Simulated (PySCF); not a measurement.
Isomers C6H7F3N2:

A. SMILES Cc1ccnn1CC(F)(F)F
B. `Cc1cnn(CC(F)(F)F)c1`
C. `Cc1ccn(CC(F)(F)F)n1`

Spectrum 1. 1H NMR (300 MHz, computed): δ 7.54 (m, 1H), 6.24 (m, 1H), 4.60 (m, 2H), 2.49 (s, 3H). 13C{1H} NMR (computed): δ 143.6 (CH), 143.6 (C), 133.1 (C), 112.9 (CH), 54.5 (CH2), 13.1 (CH3).

Spectrum 2. 1H NMR (300 MHz, computed): δ 7.52 (m, 1H), 6.38 (m, 1H), 4.63 (m, 2H), 2.48 (s, 3H). 13C{1H} NMR (computed): δ 153.2 (C), 135.4 (CH), 132.8 (C), 113.8 (CH), 57.0 (CH2), 15.8 (CH3).

Spectrum 3. 1H NMR (300 MHz, computed): δ 7.50 (m, 1H), 7.37 (m, 1H), 4.66 (m, 2H), 2.31 (s, 3H). 13C{1H} NMR (computed): δ 144.3 (CH), 132.9 (C), 132.3 (CH), 125.5 (C), 57.5 (CH2), 11.3 (CH3).

[PySCF: shieldings: GIAO PBE0/pcSseg-1; geometry from GFN2-xTB; non-relativistic Hamiltonian; isolated molecule; one conformer; one averaged value for each set of equivalent atoms]

Chemical shifts δ = σref − σ; 1H and 13C vs TMS, all at this level. Splittings of carbon signals by F and P are missing where no couplings were computed. Where no couplings were computed, multiplicities follow the n + 1 count of equivalent neighbours, and m marks all less simple cases (inequivalent or close neighbours, rings, F or P nearby). Shifts are as computed. Against solution values, carbons near 30 ppm lie about +3 ppm off and those near 130 ppm about +5 ppm. Of 1211 compounds with measured shifts, 218 miss one by over three times the rms of a fit or turn the order of signals round; such compounds aren't used in these exercises.

Which spectrum belongs to which compound?

Results:

1–A, 2–C, 3–B.

- Spectrum 1 (A): 6 13C signals; δC 143.6 is an aromatic CH next to a ring nitrogen; δC 133.1 is a CF3 carbon.
- Spectrum 2 (C): 6 13C signals; δC 132.8 is a CF3 carbon; δC 57.0 is an sp3 CH2 bonded to N.
- Spectrum 3 (B): 6 13C signals; δC 144.3 is an aromatic CH next to a ring nitrogen; δC 132.9 is a CF3 carbon.
